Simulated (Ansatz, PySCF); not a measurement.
This Ansatz (a program for electronic structure) input computes a CAM-B3LYP/def2-TZVPD energy:

Ansatz 0.2 input:
```yaml
crystal:
  periodic: [false, false, false]
  atoms:
    - {symbol: B, position_ang: [0.12442684, 0.01987633, -0.01343420]}
    - {symbol: C, position_ang: [1.52345004, -0.15725571, -0.39101501]}
    - {symbol: C, position_ang: [-0.94796326, -1.19059009, 0.02771212]}
    - {symbol: N, position_ang: [-0.46763703, 1.33052993, 0.41497089]}
    - {symbol: H, position_ang: [1.95498812, -1.13133466, -0.62248824]}
    - {symbol: H, position_ang: [2.25323433, 0.65605660, -0.43099906]}
    - {symbol: H, position_ang: [-1.80268125, -1.01098647, -0.64432371]}
    - {symbol: H, position_ang: [-0.49991074, -2.14372736, -0.27072300]}
    - {symbol: H, position_ang: [-1.37852750, -1.32565492, 1.03085103]}
    - {symbol: H, position_ang: [0.09186783, 2.13657109, 0.16681144]}
    - {symbol: H, position_ang: [-1.42056637, 1.49305942, 0.11306365]}
basis:
  gaussian:
    orbitals: def2-TZVPD
hamiltonian:
  xc: {name: CAM-B3LYP}
total_charge: -1
output: {forces: true}
```

Write an input for the same energy in PySCF and say what it gives.


```python
from pyscf import gto, scf, dft

mol = gto.M(
    atom='''
    B     0.12442684    0.01987633   -0.01343420
    C     1.52345004   -0.15725571   -0.39101501
    C    -0.94796326   -1.19059009    0.02771212
    N    -0.46763703    1.33052993    0.41497089
    H     1.95498812   -1.13133466   -0.62248824
    H     2.25323433    0.65605660   -0.43099906
    H    -1.80268125   -1.01098647   -0.64432371
    H    -0.49991074   -2.14372736   -0.27072300
    H    -1.37852750   -1.32565492    1.03085103
    H     0.09186783    2.13657109    0.16681144
    H    -1.42056637    1.49305942    0.11306365
    ''',
    basis='def2-tzvpd',
    charge=-1,
    spin=0,
    verbose=4,
)

mf = dft.RKS(mol, xc='camb3lyp').density_fit(auxbasis='def2-universal-jkfit')
mf.grids.level = 3
mf.conv_tol = 1e-9
mf.max_cycle = 100
mf.max_memory = 1500
mf.kernel()
if not mf.converged:
    mf = mf.newton()
    mf.kernel(mf.make_rdm1())
mf.analyze()
```
It gives -160.03343 Eh, and Ansatz -160.03335 Eh, a difference of 0.08 mEh, from the treatment of integrals and grids.

It need not be the lowest isomer of its formula. Whether it binds its extra electron was not tested at this geometry.
